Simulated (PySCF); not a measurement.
**Working out the ionisation energy of Ta⁺**

Ta⁺ [Xe] 4f14 5d3 6s1 (5F) → Ta²⁺ [Xe] 4f14 5d3 (4F). Calculation: PySCF 2.14, in def2-QZVPPD with the def2 core potential (60 electrons) (7s6p4d3f2g, 84 functions); scalar relativity through the core potential. Frozen: nothing. Energies in hartree (1 hartree = 27.21139 eV):

```
             part  Ta⁺ (lower)  Ta²⁺ (upper)
              UHF   -56.083251    -55.563645
MP2 opposite-spin    -0.182600     -0.171211
    MP2 same-spin    -0.092784     -0.072526
```

**Question.** What does Hartree-Fock give?

**Answer.** (-55.563645) − (-56.083251) = 0.519606 hartree = 14.139 eV.

**Question.** What do MP2 and SCS-MP2 (6/5 opposite-spin, 1/3 same-spin) give?

**Answer.** The opposite-spin parts differ by 0.310 eV and the same-spin parts by 0.551 eV. MP2: 14.139 + (0.310) + (0.551) = 15.000 eV. SCS-MP2: 14.139 + 1.2 × (0.310) + (0.551)/3 = 14.695 eV.

Reference: 16.2 ± 0.5 eV (semi-empirical (NIST evaluation); NIST Atomic Spectra Database, ionization energies), between the lowest levels; spin-orbit coupling is absent from the calculation.

What remains against the reference includes basis incompleteness and correlation beyond second order.
